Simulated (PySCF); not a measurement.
## Atomic charges by several schemes

Species: C₅H₁₀FNSi.
Geometry (GFN2-xTB, Å), atoms numbered from 1 in this order:
```
atom  x, y, z in Å
C1    -2.7169    1.0254    0.2522
N2    -1.5673    0.7671   -0.1727
C3    -1.2718   -0.4878   -0.7693
Si4   -0.0923   -1.4348    0.4111
C5     1.3216   -0.2288    0.8712
C6     2.1294    0.1329   -0.3182
C7     2.0475    1.2187   -1.0639
F8     3.0258   -0.8337   -0.6561
H9    -3.5731    0.3446    0.1741
H10   -2.8903    1.9823    0.7220
H11   -0.7405   -0.2914   -1.7025
H12   -2.1694   -1.0834   -0.9929
H13   -0.8084   -1.8042    1.6381
H14    0.4099   -2.6266   -0.2770
H15    0.8970    0.6750    1.3024
H16    1.9713   -0.6961    1.6108
H17    2.6805    1.3593   -1.9216
H18    1.3382    1.9878   -0.8262
```

Density: PBE0/pcSseg-1 (PySCF); schemes: Mulliken, IAO, Hirshfeld and ESP-fitted. Geometry: GFN2-xTB, one conformer, isolated molecule.

Problem. Tabulate the Mulliken, IAO, Hirshfeld and ESP-fitted charges.

Solution. In e; atoms taken as equivalent share a row and are averaged (×n: the atom named and its like, n in all):

```tsv
atom	environment	Mulliken	IAO	Hirshfeld	ESP-fitted
C1	imine carbon	-0.006	-0.139	-0.006	+0.023
N2	imine nitrogen	-0.410	-0.250	-0.130	-0.353
C3	sp3 carbon bound to nitrogen	-0.328	-0.424	-0.115	-0.049
Si4	SiH2 silicon	+0.673	+0.779	+0.349	+0.384
C5	sp3 carbon bound to silicon	-0.492	-0.558	-0.162	-0.342
C6	vinylic C–F carbon	+0.123	+0.305	+0.093	+0.250
C7	terminal =CH2 carbon	-0.208	-0.404	-0.143	-0.543
F8	vinyl fluorine	-0.292	-0.289	-0.095	-0.176
H9	hydrogen on a C=N carbon	+0.085	+0.103	+0.041	+0.082
H10	hydrogen on a C=N carbon	+0.120	+0.152	+0.050	+0.084
H11/H12	methylene hydrogen	+0.142	+0.143	+0.038	+0.076
H13/H14	Si–H hydrogen	-0.071	-0.120	-0.077	-0.094
H15/H16	methylene hydrogen	+0.167	+0.172	+0.049	+0.138
H17	vinylic hydrogen	+0.125	+0.165	+0.047	+0.213
H18	vinylic hydrogen	+0.134	+0.169	+0.049	+0.186
```

Mean size of the charges over all atoms: IAO 0.256 e, Mulliken 0.209 e, ESP-fitted 0.183 e, Hirshfeld 0.089 e. Each set sums to the total charge, 0, to within 0.001 e. The ESP scheme is a least-squares fit of atom-centred charges to the potential on four shells outside the van der Waals surface, with the total charge fixed.

Some averages cover members that differ in this geometry: H11/H12, ESP-fitted +0.044 to +0.108; H11/H12, IAO +0.117 to +0.168; H11/H12, Mulliken +0.119 to +0.165 e.

Lowest charge. The schemes don't all agree: Mulliken C5 (-0.492); IAO C5 (-0.558); Hirshfeld C5 (-0.162); ESP-fitted C7 (-0.543).

Highest charge. All schemes agree: Mulliken Si4 (+0.673); IAO Si4 (+0.779); Hirshfeld Si4 (+0.349); ESP-fitted Si4 (+0.384).

Problem. How closely do the schemes follow one another over all atoms?

Solution. Correlation coefficient and root-mean-square difference: IAO with Hirshfeld 0.97, 0.200 e; Mulliken with IAO 0.96, 0.091 e; Mulliken with Hirshfeld 0.96, 0.158 e; IAO with ESP-fitted 0.88, 0.156 e; Hirshfeld with ESP-fitted 0.87, 0.139 e; Mulliken with ESP-fitted 0.85, 0.140 e.

Problem. How many electrons does the Hirshfeld scheme count on C5?

Solution. Z − q = 6 − (-0.162) = 6.162.
